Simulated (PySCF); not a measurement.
# Excitation energies in several basis sets

Species: C₂H₇NOSi.
Geometry (PBE0-D3(BJ)/def2-SVP, Å), atoms numbered from 1 in this order:
```xyz
12
C2H7NOSi angstrom
C      2.0056    0.2606    0.2714
C      0.5113    0.3602    0.4482
O     -0.0167    1.0721    1.2825
N     -0.2669   -0.3927   -0.3885
Si    -2.0225   -0.2585   -0.1883
H      2.2976    0.6283   -0.7246
H      2.4979    0.8671    1.0397
H      2.3412   -0.7844    0.3549
H      0.1778   -0.9835   -1.0806
H     -2.4551   -0.7186    1.1588
H     -2.5714   -1.1793   -1.2293
H     -2.4964    1.1272   -0.4521
```

TDDFT with PBE0 (PySCF), vertical singlets, core orbitals frozen in the response, spherical d and f functions. Isolated species at its PBE0-D3(BJ)/def2-SVP geometry (one conformer only).

```tsv
basis	functions	diffuse	S1 (eV)	S2 (eV)	S3 (eV)	S4 (eV)	S5 (eV)	LUMO (eV)	α (au)
6-31G*	88	no	5.67	6.96	7.07	7.54	8.47	0.59	50.7
6-31+G*	108	yes	5.69	6.46	6.52	7.12	7.40	-0.18	57.8
def2-SVP	109	no	5.68	7.04	7.25	7.59	8.17	0.44	53.8
def2-SVPD	163	yes	5.64	6.75	6.84	7.11	7.70	0.11	63.7
aug-cc-pVDZ	182	yes	5.62	6.28	6.36	6.88	7.15	-0.41	65.1
def2-TZVP	203	no	5.65	6.77	6.86	7.24	7.92	0.23	60.6
def2-TZVPD	257	yes	5.62	6.49	6.59	6.98	7.39	-0.12	64.7
```

Problem. How much do these states and the polarisability depend on the basis?

Solution. States are compared by their number. Against the largest diffuse basis here (def2-TZVPD, itself not a converged limit), sets without diffuse functions differ by up to 0.06 eV in S1 and 1.08 eV in S5; the smaller diffuse sets differ by up to 0.07 and 0.30 eV. State by state, the largest deviation of a set without diffuse functions is S1 0.06, S2 0.55, S3 0.65, S4 0.62, S5 1.08 eV. The same number needn't mean the same state in each row. Against def2-TZVPD the polarisability deviates by -22% in 6-31G*, -11% in 6-31+G*, -17% in def2-SVP, -1% in def2-SVPD, +1% in aug-cc-pVDZ, -6% in def2-TZVP. A single + in a Pople set puts diffuse functions on heavy atoms only.
